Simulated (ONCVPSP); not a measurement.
**Which setting gave this result? (phosphorus, ONCV)**

Base potential:

| Property | Result |
| --- | --- |
| Element | phosphorus (P) |
| Generator | ONCVPSP 4.0.1 |
| Type | optimised norm-conserving Vanderbilt (ONCV) |
| Functional | PBE |
| Relativity | scalar-relativistic |
| Frozen core | [Ne] |
| Valence charge | 5 |
| Reference configuration | 3s2 3p3 |
| Partial waves | 3s: rc 1.65 bohr, ncon 4, nbas 8, qcut 4.1 1/bohr, 2 projectors, debl 3.2 Ha; 3p: rc 1.95 bohr, ncon 4, nbas 8, qcut 4.9 1/bohr, 2 projectors, debl 2.5 Ha; d scattering state at 0.42 Ha: rc 1.75 bohr, ncon 4, nbas 9, qcut 5.9 1/bohr, 1 projector |
| Local potential | polynomial inside 1.60 bohr (lpopt 1, dvloc0 2 Ha) |
| Core correction | none |

Cutoffs, loose and tight: the cutoffs (Ha) at which the residual kinetic energy of the hardest occupied pseudo-wave falls to 1 and 0.1 mHa per electron. They do not see the model core or the augmentation charge, which bear on the density cutoff. Test errors are all-electron minus pseudo excitation energies from the reference, over the configurations 3s2 3p2; 3s2 3p1; 3s2 3p0; 3s1 3p0; variants that change the core or the reference have their own tests.

Only the qcut of the s channel is moved:

| qcut of the s channel (1/bohr) | cutoff, loose | cutoff, tight | bound ghosts | largest test error (meV) | median size of the test errors |
| --- | --- | --- | --- | --- | --- |
| 2.5 | 54 Ha | 65 Ha | none | +160 | 31.0 meV |
| 3.2 | 47 Ha | 63 Ha | none | +165 | 26.7 meV |
| 3.6 | 28 Ha | 60 Ha | none | +167 | 21.7 meV |
| 4.6 | 9.6 Ha | 29 Ha | none | +169 | 9.9 meV |
| 5.4 | 11 Ha | 13 Ha | none | +173 | 8.8 meV |
| 6 | 11 Ha | 14 Ha | none | +174 | 8.2 meV |

Q: One more run gave cutoff, loose: 10.0 Ha; cutoff, tight: 16 Ha; bound ghosts: none; largest test error (meV): +171; median size of the test errors: 9.3 meV. Which value of the qcut of the s channel was used?

A: 4.9 1/bohr. The median size of the test errors moves one way along this sweep, from 31.0 meV at 2.5 to 8.2 meV at 6 1/bohr, which places the run between 4.6 and 5.4 1/bohr.
